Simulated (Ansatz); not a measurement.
A nudged elastic band was laid between two geometries of H₃OSSb (6 atoms, charge 0, multiplicity 1).

Computed with Ansatz, RKS r2SCAN/def2-SVP.

```json
{"movable images": "5", "climbing image": "yes", "spring": "5.0 eV/Å²", "optimiser": "quadratic models (default)", "start path": "through a guess of the saddle point", "force threshold": "0.05 eV/Å", "iteration limit": "60", "end points": "relaxed"}
```

First end point:

```xyz
6
Properties=species:S:1:pos:R:3
S -0.618 -1.602 0.316
O -1.181 -0.023 0.392
Sb 0.106 1.547 0.284
H -0.558 -1.742 -1.038
H 0.886 1.010 -1.162
H 1.364 0.811 1.207
```

Last end point:

```xyz
6
Properties=species:S:1:pos:R:3
S -0.887 -1.329 -0.707
O -1.226 0.020 0.231
Sb 0.149 1.501 0.457
H -0.226 -2.076 0.222
H 0.758 1.431 -1.156
H 1.432 0.453 0.953
```

(1) Which bonds break or form, and what moves?

(2) Give the energies along the band, and the barrier.

(3) What is the geometry of the highest image?

(4) What are the harmonic wavenumbers there?

## Answers

(1) No bond is made or broken. The dihedral H4–S1–O2–Sb3 goes from -85 to 84°. The two ends are copies of one structure, up to a mirror image or an exchange of like atoms.

(2) The run converged. The highest image is number 3 of 0 to 6, 0.151 eV above the ends, which have the same energy within 2 meV. A vibrational analysis at the climbing image gives one clearly imaginary mode, 284i cm⁻¹: a first-order saddle point.

```json
{"image": "0", "path coordinate (Å)": "0.00", "energy (eV)": "0.000", "dihedral H4–S1–O2–Sb3 (°)": "-85"}
{"image": "1", "path coordinate (Å)": "0.47", "energy (eV)": "0.014", "dihedral H4–S1–O2–Sb3 (°)": "-70"}
{"image": "2", "path coordinate (Å)": "0.94", "energy (eV)": "0.073", "dihedral H4–S1–O2–Sb3 (°)": "-44"}
{"image": "3", "path coordinate (Å)": "1.41", "energy (eV)": "0.151", "dihedral H4–S1–O2–Sb3 (°)": "0"}
{"image": "4", "path coordinate (Å)": "1.88", "energy (eV)": "0.074", "dihedral H4–S1–O2–Sb3 (°)": "43"}
{"image": "5", "path coordinate (Å)": "2.34", "energy (eV)": "0.014", "dihedral H4–S1–O2–Sb3 (°)": "70"}
{"image": "6", "path coordinate (Å)": "2.81", "energy (eV)": "0.000", "dihedral H4–S1–O2–Sb3 (°)": "84"}
```

(3) 
```xyz
6
Properties=species:S:1:pos:R:3
S -1.077 -1.534 -0.031
O -1.302 0.070 0.450
Sb 0.129 1.467 0.336
H 0.216 -1.491 -0.452
H 0.644 1.036 -1.264
H 1.389 0.452 0.960
```

(4) 284i, 184, 192, 479, 608, 674, 818, 863, 1013, 1880, 1882, 2609 cm⁻¹.

The run took 2.5 min on 1 thread of Arm Neoverse V1 (shared host), peak memory 0.13 GiB.
